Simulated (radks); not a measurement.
Results of a calculation; reference values are marked as such.
N+, configuration [He] 2s2 2p2. Code: a radial shooting solver on a logarithmic mesh with Libxc functionals. Model: scalar-relativistic Kohn-Sham, PBEsol, spin-unpolarised, spherical densities, finite nucleus; Fermi nuclear charge, rms radius 2.5582 fm.

Local quantities along the radius. ELF = 1/(1 + alpha^2) is the electron localisation function; alpha = (tau - tau_W)/tau_unif compares the Pauli kinetic energy density with that of the uniform gas. tau is taken from the large components.

r (bohr)    ELF     alpha
0.012     1.000  0.001886
0.01331   1.000  0.001932
0.01477   1.000  0.001986
0.01639   1.000  0.002048
0.01819   1.000  0.002119
0.02018   1.000  0.002201
0.02239   1.000  0.002297
0.02484   1.000  0.002409
0.02757   1.000  0.002540
0.03035   1.000  0.002682
0.03367   1.000  0.002864
0.03736   1.000  0.003081
0.04146   1.000  0.003342
0.046     1.000  0.003660
0.05104   1.000  0.004050
0.05664   1.000  0.004535
0.06284   1.000  0.005145
0.06973   1.000  0.005923
0.07676   1.000  0.006843
0.08517   1.000  0.008142
0.0945    1.000  0.009882
0.1049    1.000   0.01226
0.1164    1.000   0.01559
0.1291    1.000   0.02037
0.1433    0.999   0.02741
0.159     0.999   0.03809
0.1764    0.997   0.05482
0.1942    0.994   0.07929
0.2154    0.985    0.1228
0.239     0.962    0.1976
0.2652    0.902    0.3300
0.2943    0.757    0.5665
0.3266    0.509    0.9817
0.3624    0.267     1.657
0.4021    0.132     2.569
0.4461    0.080     3.388
0.4911    0.073     3.573
0.5449    0.100     2.998
0.6046    0.186     2.092
0.6709    0.356     1.345
0.7444    0.565    0.8769
0.826     0.723    0.6183
0.9166    0.811    0.4823
1.017     0.854    0.4137
1.128     0.871    0.3841
1.242     0.874    0.3801
1.378     0.864    0.3968
1.529     0.840    0.4364
1.697     0.797    0.5049
1.883     0.726    0.6146
2.089     0.617    0.7872
2.318     0.470     1.062
2.572     0.306     1.507
2.854     0.165     2.252
3.142     0.079     3.413
3.486     0.031     5.630
3.869     0.010     9.814
4.293     0.003     18.14
4.763     0.001     35.70

On this mesh the ELF has minima near r = 0.49 bohr, which separate the shells, and maxima near 1.2 (0.87).

Self-consistent cycle (total energy in hartree, residual of the potential): 1: -53.657258, 1e+00; 2: -53.712239, 6e-01; 3: -53.744552, 5e-02; 4: -53.744775, 2e-02; 5: -53.744824, 4e-03; 6: -53.744828, 3e-05; 7: -53.744828, 1e-05; 8: -53.744828, 1e-06; 9: -53.744828, 6e-07; 10: -53.744828, 3e-07; 11: -53.744828, 2e-07; 12: -53.744828, 6e-10.
